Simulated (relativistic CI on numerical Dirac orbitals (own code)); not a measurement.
Hyperfine structure of Hg⁶⁴⁺, mass number 199

Method of calculation: Dirac-Coulomb-Breit CI, KLI orbitals optimised for each configuration, a model potential for QED, unscaled Slater integrals (own radial code, finite nucleus).

Configurations in the expansion (outside the closed core [Ne]): 3s2 3p4, 3s2 3p3 3d, 3s 3p5, 3p6, 3s 3p4 3d, 3s 3p3 3d2, 3p5 3d, 3s2 3p2 3d 4p, 3s2 3p3 4s, 3s 3p3 3d 4s, 3p5 4s, 3p5 4p, 3s2 3p2 3d2, 3s2 3p 3d3, 3s 3p2 3d3, 3s2 3p 3d2 4s, 3p4 3d2, 3p3 3d3, 3p3 3d2 4s, 3s2 3p2 3d 4s, 3s 3p2 3d2 4s, 3s2 3p 3d 4s2. Double excitations out of closed p, d and f shells are left out; levels of such configurations are missing from the list, as are those of other unlisted configurations, and high levels can miss mixing partners.

Nuclear spin I = 1/2, μ = 0.5039 μN (tables of Stone and Pyykkö). The electronic factors are computed for point nuclear moments, without core polarisation or the Bohr-Weisskopf and QED corrections.

| Level | E (10³ cm⁻¹) | A (GHz) |
| --- | --- | --- |
| 3s2 3p4 3P_2 | 0.0 | 283.2 |
| 3s2 3p3 3d 3F°_4 | 3058.8 | 143.3 |
| 3s2 3p4 3P_1 | 4097.6 | -359.6 |
| 3s2 3p4 1D_2 | 4181.8 | 931.3 |

Levels with J = 0, under 50 % of one LS term, or S terms without an open s electron are left out. Small factors come from cancelling terms and can be off by tens of per cent or more.

At this charge energies of transitions that change n are usually good to better than 1 %, and those within a shell (Δn = 0) to a few per cent.

Give the hyperfine levels of 3s2 3p3 3d 3F°_4 relative to its centre of gravity.

With K = F(F + 1) − I(I + 1) − J(J + 1), E = AK/2: F = 7/2: -358.3, F = 9/2: 286.7 GHz.

LS names give the leading component of a level, which can be under half, so a name can repeat, a term be missing and a line seem to break the LS rules.
